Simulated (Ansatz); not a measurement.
Basis-set series for CH7ClSSi2, SMILES `C[SiH2]S[SiH2]Cl`. Charge 0, multiplicity 1. All single points use the PBE0-D4/def2-TZVP geometry. It is one conformer, not always the lowest.

| functional | basis | functions | energy (Eh) | HOMO (eV) | LUMO (eV) |
| --- | --- | --- | --- | --- | --- |
| PBE0-D4 | def2-TZVPP | 297 | -1479.29836 | -7.68 | -0.05 |
| PBE0-D4 | def2-QZVPP | 547 | -1479.34611 | -7.70 | -0.21 |
| ωB97M-V | def2-TZVPP | 297 | -1479.75450 | -9.84 | 1.68 |
| ωB97M-V | def2-QZVPP | 547 | -1479.79957 | -9.87 | 1.28 |

Q: Give the rows for def2-SVP. (Best estimate.)

A: Ansatz gave: 
```
functional     basis  functions  energy (Eh)  HOMO (eV)  LUMO (eV)
   PBE0-D4  def2-SVP        121  -1478.74692      -7.62       0.29
   ωB97M-V  def2-SVP        121  -1479.20090      -9.73       2.20
```

Positive LUMOs are unbound and depend on the basis.
